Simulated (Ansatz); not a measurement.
Reaction (cleavage of the Si–Si bond): `CC(=O)[SiH2][SiH3]` + `O[SiH2][NH][AlH2]` → `[AlH2][NH][SiH2]O[SiH3]` + `CC(=O)[SiH3]`

Gas-phase electronic energies from Ansatz, PBE0-D4/def2-TZVP geometries. CCSD(T)/CBS adds triple-zeta CCSD(T) − MP2 to the extrapolated MP2 energy (def2 sets, frozen cores). DFT in def2-TZVPP. B3LYP here is the variant with VWN-RPA as its local correlation; programs differ in this. HSE06 is defined as in plane-wave codes. One conformer a species, not always the lowest.

`CC(=O)[SiH2][SiH3]`:

Cartesian coordinates in Å:
```
C -0.636 -0.422 -2.017
C -1.077 0.191 -0.719
O -1.810 1.151 -0.674
Si -0.413 -0.537 0.952
Si 1.444 0.741 1.582
H -0.993 -1.456 -2.072
H 0.457 -0.468 -2.055
H -1.018 0.151 -2.862
H -0.005 -1.961 0.785
H -1.502 -0.441 1.955
H 1.049 2.163 1.749
H 2.483 0.650 0.519
H 2.022 0.238 2.856
```

`O[SiH2][NH][AlH2]`:

```xyz
10

O     0.166    2.029   -0.883
Si   -0.669    0.635   -0.601
N    -0.014   -0.159    0.766
Al    0.942   -1.665    0.832
H    -0.296    2.728   -1.348
H    -0.542   -0.311   -1.740
H    -2.103    0.996   -0.405
H    -0.148    0.329    1.643
H     1.213   -2.441   -0.517
H     1.451   -2.141    2.254
```

`[AlH2][NH][SiH2]O[SiH3]`:

```xyz
13

Al    0.692    2.771    0.556
N     0.968    1.007    0.543
Si    0.738   -0.103   -0.744
O    -0.677   -0.919   -0.649
Si   -1.488   -2.186   -0.018
H     0.990    3.549    1.902
H     0.175    3.447   -0.775
H     1.290    0.594    1.410
H     0.703    0.676   -2.003
H     1.833   -1.108   -0.748
H    -0.547   -3.286    0.327
H    -2.473   -2.674   -1.015
H    -2.204   -1.767    1.215
```

`CC(=O)[SiH3]`:

Cartesian coordinates in Å:
```
C 0.654 1.285 -0.414
C 0.450 -0.199 -0.515
O 1.060 -0.882 -1.304
Si -0.822 -1.107 0.630
H 0.962 1.545 0.603
H 1.402 1.621 -1.133
H -0.297 1.799 -0.589
H -1.826 -1.759 -0.246
H -1.506 -0.172 1.565
H -0.076 -2.131 1.403
```

```tsv
level	ΔE (kJ/mol)
PBE-D4	-71.8
ωB97X-V	-97.3
PBE	-72.1
B3LYP	-100.8
HSE06	-80.9
CAM-B3LYP	-107.7
RPA@PBE/def2-TZVPP	-102.7
SCS-MP2/def2-QZVPP	-112.8
```

**Question.** What does CCSD(T)/CBS give? (Best estimate.)

**Answer.** Ansatz gave: -99.3 kJ/mol. The listed levels differ from it by 27.5, 2.0, 27.2, -1.5, 18.4, -8.4, -3.4, -13.5 kJ/mol.

Largest T1 diagnostic among the species: 0.015.

Leaving LDA and LC-ωPBE aside and taking each functional with its dispersion term where it has one, the values, not all of them listed here, spread over 40.1 kJ/mol, from BHLYP-D4 to PBE-D4. From BLYP to BHLYP (50 % exact exchange), in def2-TZVPP and without D4, ΔE moves by −18.0 kJ/mol.

CCSD(T)/CBS has its own doubt, a few kJ/mol and more with outer-core shells, so smaller differences from it don't rank the levels.
